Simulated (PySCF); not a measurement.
Computed shifts of a molecule C3H11NSi2, B3LYP/pcSseg-1 run with PySCF, GIAO, gas phase, atoms alike by connectivity averaged where their shifts nearly agree, in ppm (number of nuclei): ¹³C: 156.6 (1), 107.9 (1), 39.7 (1). ²⁹Si: -47.9 (1), -63.3 (1). ¹⁵N: 84.2 (1). ¹H: 5.04 (3), 4.86 (1), 4.71 (1), 4.52 (3), 3.01 (3). References: ¹³C against TMS (σ = 181.3 ppm); ²⁹Si against TMS (σ = 338.7 ppm); ¹⁵N against NH3 (σ = 265.5 ppm); ¹H against TMS (σ = 31.68 ppm), references at their B3LYP-D3(BJ)/def2-TZVP geometries, non-relativistic. Geometry: B3LYP-D3(BJ)/def2-SVP. One conformer was computed; it need not be the lowest.

Which molecule gave these data?
(A) C[C@@H]([SiH3])/C=N/[SiH3]
(B) C=C([SiH3])N(C)[SiH3]
(C) N[C@@]1([SiH3])CC[SiH2]1
(D) CC[SiH2]/N=C/[SiH3]

B, C=C([SiH3])N(C)[SiH3]
